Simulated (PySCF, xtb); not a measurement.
1,3-azasiletidine (C2H7NSi), SMILES C1NC[SiH2]1.

GFN2-xTB in xtb at its own geometry gives an orbital gap of 3.63 eV and a dipole moment of 1.32 D.

Coordinates come from a PBE0-D3(BJ)/def2-SVP optimisation.

What does HF/def2-TZVP run with PySCF give? (An estimate is asked for; the answer gives what the named calculation found.)

gap 12.96 eV (levels -9.97 and 2.99 eV), dipole 1.05 D.
